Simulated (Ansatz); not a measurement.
Born–Oppenheimer molecular dynamics of BFH₅NO (9 atoms, charge 0, multiplicity 1). It starts at the highest image of a converged band, a first-order saddle point between two minima.

Theory: Ansatz, RKS revPBE/def2-SVP.

```
ensemble                      : NVE (velocity Verlet)
time step                     : 0.5 fs
steps asked                   : 200
starting velocities drawn for : 100 K
seed                          : 4871
```

First frame:

```xyz
9
Properties=species:S:1:pos:R:3
B 0.042 -0.047 0.272
N -0.030 0.123 1.803
H -0.839 -0.288 2.277
H 0.839 -0.107 2.300
O 1.324 -0.322 -0.178
H 1.341 -0.440 -1.142
H -0.966 -0.423 -0.301
F -0.191 1.804 0.276
H -0.154 1.347 1.327
```

(1) How far do the bonds stretch over the last three quarters of this one trajectory? (Pairs bonded in most of those frames.)

Answers

(1) 
| bond | mean (Å) | spread (Å) | shortest | longest |
| --- | --- | --- | --- | --- |
| B1–O5 | 1.426 | 0.050 | 1.33 | 1.50 |
| B1–H7 | 1.238 | 0.013 | 1.21 | 1.27 |
| B1–F8 | 1.434 | 0.123 | 1.26 | 1.78 |
| N2–H3 | 1.030 | 0.006 | 1.02 | 1.04 |
| N2–H4 | 1.030 | 0.004 | 1.02 | 1.04 |
| N2–H9 | 1.035 | 0.012 | 1.02 | 1.10 |
| O5–H6 | 0.973 | 0.003 | 0.97 | 0.98 |

Pairs bonded in part of these frames only: B1–N2 55 %.

Mean temperature of the second half: 569 K. The conserved energy stayed within 0.084 meV per atom of its start (net change -0.036 meV per atom), so the integration is sound. The kinetic energy rose, since the run started high on the potential surface and went downhill. It ends in pieces (BFH2O + H3N), so much of that is their flight and rotation, not heat. A run of 0.1 ps of so small a system gives no equilibrium averages. The orbitals stay closed-shell, which can raise the energy where a bond breaks towards radicals; this wasn't checked here.

Run time: 2.3 min on 1 thread of AMD EPYC 9R45 96-Core Processor (Zen 5), on a shared host, peak memory 0.13 GiB.
